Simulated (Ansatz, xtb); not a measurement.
## Two isomers of C6H7BSe

We compare I, `Bc1ccc(C=C)[se]1`, a singlet, with II, `Bc1[se]ccc1C=C`, a singlet. Both are isolated molecules in the gas phase, relaxed with B3LYP-D3(BJ)/def2-SVP, each in the lowest conformer that the search found.

Quicker runs give these differences E(II) − E(I): GFN2-xTB +1.94 kcal/mol; HF/STO-3G +2.40 kcal/mol (at GFN2-xTB geometries); r2SCAN-D4/def2-SVP +1.73 kcal/mol (at GFN2-xTB geometries).

Q: Estimate E(II) − E(I) at the level CCSD(T)/def2-SVP + ΔMP2/def2-TZVPP.

A: Calculated at CCSD(T)/def2-SVP + ΔMP2/def2-TZVPP: E(II) − E(I) = +1.32 kcal/mol, so structure I lies lower.

How the difference moves with the method:

| level | geometry | E(II) − E(I) (kcal/mol) | departure from the last row (kcal/mol) | job, with rough time for the two |
| --- | --- | --- | --- | --- |
| GFN2-xTB | GFN2-xTB | +1.94 | +0.61 | optimisation, 0.32 s |
| HF/STO-3G | GFN2-xTB | +2.40 | +1.08 | single point, 1.1 s |
| r2SCAN-D4/def2-SVP | GFN2-xTB | +1.73 | +0.41 | single point, 11 s |
| B3LYP-D3(BJ)/def2-SVP | B3LYP-D3(BJ)/def2-SVP | +1.72 | +0.40 | optimisation, 1.7 min |
| HF/def2-SVP | B3LYP-D3(BJ)/def2-SVP | +1.99 | +0.66 | part of the CCSD(T) run |
| MP2/def2-SVP | B3LYP-D3(BJ)/def2-SVP | +1.87 | +0.55 | part of the CCSD(T) run |
| CCSD(T)/def2-SVP | B3LYP-D3(BJ)/def2-SVP | +1.40 | +0.08 | single point |
| CCSD(T)/def2-SVP + ΔMP2/def2-TZVPP | B3LYP-D3(BJ)/def2-SVP | +1.32 |  | single point, 6.6 min |

As drawn, both hold the same kinds of bond in the same numbers.

None of the levels shown reverses the order. The largest departure from CCSD(T)/def2-SVP + ΔMP2/def2-TZVPP is that of HF/STO-3G, 1.08 kcal/mol. The last row adds to CCSD(T) the change of the MP2 difference between the two basis sets, here −0.08 kcal/mol.

With thermal terms from frequencies at re-optimised GFN2-xTB minima (ideal gas, soft modes damped towards free rotors, one conformer each, 298.15 K, 1 atm): the zero-point term adds +0.10 kcal/mol; ΔH is +1.45 and ΔG +1.31 kcal/mol.

The correlated steps freeze 16 core orbitals; the filled d shell of Se is correlated, in a basis made for valence electrons. Run with Ansatz 0.2.0, xtb 6.7.1; the last row on 2 threads of Arm Neoverse V2 on a shared host.
